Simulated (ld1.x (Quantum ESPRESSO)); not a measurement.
# Which change was made? (Si, ultrasoft)

ld1.x (Quantum ESPRESSO) 7.5 input, shortened:

```
&input
   title='Si', zed=14., rel=1, dft='PBE', iswitch=3,
   config='[Ne] 3s2 3p2 3d-2'
 /
 &inputp
   pseudotype=3, tm=.true., lloc=-1, rcloc=1.20,
   nlcc=.true., new_core_ps=.true.,
   which_augfun='PSQ', rmatch_augfun=1.20
 /
5
3S  1  0   2.00   0.00  1.25  1.60  0.0
3S  1  0   0.00  -0.40  1.25  1.60  0.0
3P  2  1   2.00   0.00  1.55  2.00  0.0
3P  2  1   0.00   2.20  1.55  2.00  0.0
3D  3  2  -2.00  -0.10  1.45  1.60  0.0
 &test
   configts(1)='3s2 3p2'
 /
```

Cutoffs, loose and tight: the cutoffs (Ry, on a coarse ladder) from which the occupation-weighted sum of valence levels, in a spherical-Bessel basis at the reference potential, stays within 10 and 1 mRy of its value at 400 Ry. They do not see the model core or the augmentation charge, which bear on the density cutoff. Test errors are all-electron minus pseudo excitation energies from the reference, over the configurations 3s2 3p1; 3s2 3p0; 3s1 3p0; 3s1 3p2; 3s2 3p2.3; 3s1 3p3; 3s0 3p4; variants that change the core or the reference have their own tests.

The base gives: outcome: generated; cutoff, loose: 12 Ry; cutoff, tight: 18 Ry; bound ghosts: s; largest test error (meV): -24.

(1) After one change the result is: outcome: failed: compute_q_3bess: problem with the q_i coefficients. Which change was it?
A. wave 3d channel at -0.1 Ry: rcut 1.45, rcutus 1.60 bohr becomes 3d channel at -0.1 Ry: rc 1.60 bohr
B. core correction Bessel-smoothed model core inside 1.88 bohr
C. type TM; waves now 3p (bound): rc 2.00 bohr; 3d channel at -0.1 Ry: rc 1.60 bohr; 3s (bound): rc 1.60 bohr; local potential the s channel

Results:

(1) A. The others give: type TM; waves now 3p (bound): rc 2.00 bohr; 3d channel at -0.1 Ry: rc 1.60 bohr; 3s (bound): rc 1.60 bohr; local potential the s channel → outcome: generated; cutoff, loose: 15 Ry; cutoff, tight: 40 Ry; bound ghosts: none; largest test error (meV): +53 | core correction Bessel-smoothed model core inside 1.88 bohr → outcome: generated; cutoff, loose: 12 Ry; cutoff, tight: 18 Ry; bound ghosts: s; largest test error (meV): -33.
